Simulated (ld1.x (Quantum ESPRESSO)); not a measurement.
P (Z = 15): one change to a PAW potential, before and after

ld1.x (Quantum ESPRESSO) 7.5 input, shortened:

```
&input
   title='P', zed=15., rel=1, dft='PZ', iswitch=3,
   config='[Ne] 3s2 3p3'
 /
 &inputp
   pseudotype=3, lpaw=.true., tm=.true., lloc=-1, rcloc=1.75,
   nlcc=.false.,
   which_augfun='PSQ', rmatch_augfun_nc=.true.
 /
4
3S  1  0   2.00   0.00  1.20  1.65  0.0
3S  1  0   0.00   0.05  1.20  1.65  0.0
3P  2  1   3.00   0.00  1.85  1.95  0.0
3P  2  1   0.00   0.50  1.85  1.95  0.0
 &test
   configts(1)='3s2 3p3'
 /
```

Change: all radii but the core radius scaled by about 1.19 (s 1.96, p 2.32 bohr, rcut 1.42/2.20); local potential all-electron potential smoothed inside 2.08 bohr (lloc = -1).

Cutoffs: the cutoffs (Ry, on a coarse ladder) from which the occupation-weighted sum of valence levels, in a spherical-Bessel basis at the reference potential, stays within 10 and 1 mRy of its value at 400 Ry; they do not see the model core or the augmentation charge, which bear on the density cutoff. Errors are all-electron minus pseudo energies relative to the spin-unpolarised reference configuration.

Question: How do hardness, ghosts and transferability respond?

Answer: The potential gets softer (15 Ry and 21 Ry → 12 Ry and 15 Ry); the errors of the 9 common tests hardly move; neither file shows a bound ghost. A larger radius leaves more room for a smooth pseudo-wave, so fewer plane waves are needed.

```tsv
quantity	base	changed
cutoff, loose	15 Ry	12 Ry
cutoff, tight	21 Ry	15 Ry
bound ghosts	none	none
error for 3s2 3p2, meV [ΔE 9.82 eV]	-1.5	-1.5
error for 3s2 3p1, meV [ΔE 29.07 eV]	-11	-11
error for 3s2 3p0, meV [ΔE 58.96 eV]	-47	-45
error for 3s1 3p0, meV [ΔE 111.15 eV]	-162	-153
error for 3s1 3p4, meV [ΔE 8.50 eV]	-0.3	-0.1
error for 3s1 3p3, meV [ΔE 18.89 eV]	-2.6	-2.4
error for 3s0 3p5, meV [ΔE 17.14 eV]	-0.6	+0.3
error for 3s2 3p3 (spin-polarised), meV [ΔE -1.51 eV]	-1.0	-1.1
error for 3s2 3p2 (spin-polarised), meV [ΔE 8.98 eV]	-2.2	-2.1
lowest overlap eigenvalue by channel	s 0.44, p 0.82	s 0.43, p 0.86
```
